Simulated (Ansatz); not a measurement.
Geometry optimisation, Ansatz, RKS PBE0/def2-SVP.

Input file:

```yaml
crystal:
  periodic: [false, false, false]
  atoms:
    - { symbol: Ge, position_ang: [0.373961, 0.084265, -0.138896] }
    - { symbol: Cl, position_ang: [0.8341, -0.743141, 1.856356] }
    - { symbol: H, position_ang: [1.75536, 0.194446, -0.811213] }
    - { symbol: H, position_ang: [-0.256647, 1.464814, 0.041709] }
    - { symbol: H, position_ang: [-0.504196, -0.926764, -0.879068] }
    - { symbol: "N", position_ang: [-2.36324, -0.214883, 1.313114] }
    - { symbol: H, position_ang: [-3.054585, -0.770245, 0.817813] }
    - { symbol: Si, position_ang: [-2.926331, 1.206236, 2.152879] }
    - { symbol: H, position_ang: [-3.844542, 0.954223, 3.314233] }
    - { symbol: H, position_ang: [-1.733179, 1.937463, 2.668002] }
    - { symbol: H, position_ang: [-3.665636, 2.052343, 1.16877] }
    - { symbol: H, position_ang: [-1.733964, -0.838656, 1.8484] }
basis:
  gaussian: { orbitals: def2-SVP }
hamiltonian:
  xc: pbe0
relax:
  f_tol: 0.03
  max_steps: 50
```

Run as:

```bash
$ ansatz run input.yaml --threads 4 --pin off --max-ram 5120MiB --backend cpu --events-out ev --progress --plain --runs-dir out
```

Question: Where does it end, and by what steps?

Answer: The run converged. After 13 steps the energy has fallen by 0.029 eV; Cl2 moved furthest, 0.47 Å.

```csv
step,energy less start (eV),largest force component (eV/Å),accepted
0,0.0000,0.452,yes
1,-0.0136,0.164,yes
2,-0.0196,0.195,yes
3,-0.0222,0.057,yes
4,-0.0221,0.179,no
5,-0.0231,0.055,yes
6,-0.0246,0.040,yes
7,-0.0262,0.090,yes
8,-0.0268,0.044,yes
9,-0.0272,0.056,yes
10,-0.0280,0.051,yes
11,-0.0285,0.031,yes
12,-0.0288,0.034,yes
13,-0.0290,0.023,yes
```

```xyz
12
Properties=species:S:1:pos:R:3
Ge 0.520 0.057 -0.192
Cl 0.863 -1.136 1.605
H 1.891 0.125 -0.886
H 0.052 1.447 0.247
H -0.498 -0.692 -1.059
N -2.390 -0.188 1.452
H -3.013 -0.855 1.007
Si -3.076 1.242 2.162
H -3.916 1.037 3.390
H -1.950 2.152 2.536
H -3.945 1.894 1.134
H -1.656 -0.682 1.956
```

Whether the end is a true minimum wasn't checked by a vibrational analysis.

Run time: 58 s on 4 threads of Arm Neoverse N1 (shared host), peak memory 0.32 GiB.
